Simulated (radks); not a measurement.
Question: Radial electron density D(r) = 4 pi r^2 rho(r) of an atom or ion with 21 electrons. All-electron calculation, scalar-relativistic Kohn-Sham, SCAN, spin-polarised, spherical densities, finite nucleus; meta-GGA in the generalised Kohn-Sham scheme; Fermi nuclear charge, rms radius of each element as measured or else 0.836 A^(1/3) + 0.57 fm. Program: a radial shooting solver on a logarithmic mesh with Libxc functionals.

r (bohr),D(r) (e/bohr),spin D(r)
0.005095,1.982,0.000989
0.006634,3.119,0.00155
0.008708,4.871,0.00241
0.01134,7.307,0.00358
0.01476,10.59,0.00511
0.01923,14.67,0.00687
0.02524,19.33,0.00855
0.03286,23.42,0.00930
0.04279,25.89,0.00812
0.05616,25.66,0.00408
0.07313,22.95,-0.00178
0.09523,20.03,-0.00550
0.125,20.10,0.000688
0.1628,24.02,0.0241
0.2119,27.87,0.0691
0.276,25.92,0.145
0.3622,17.33,0.293
0.4717,9.542,0.569
0.6142,8.109,0.951
0.8061,10.14,1.25
1.05,9.338,1.25
1.367,5.613,1.04
1.794,2.377,0.883
2.336,1.049,0.766
3.042,0.5796,0.552
3.961,0.2672,0.266
5.199,0.06661,0.0666
6.77,0.007891,0.00789
8.815,0.0003590,0.000359

What is the nuclear charge?

Answer: Z = 22. The innermost maximum, from 1s, lies near gamma/Z bohr with gamma = sqrt(1 - (Z/c)^2) = 0.987, here 0.0449 bohr (found: 0.0479), and its height grows with Z. The density is that of the titanium ion Ti+ in [Ar] 3d2 4s1; the configuration itself is not fixed sharply by these data, and Z only to about a unit. D(r) has 3 maxima, at r = 0.0479, 0.226, 0.873 bohr, and minima at 0.109, 0.567 bohr, inside which lie 2.14, 10.42 electrons.
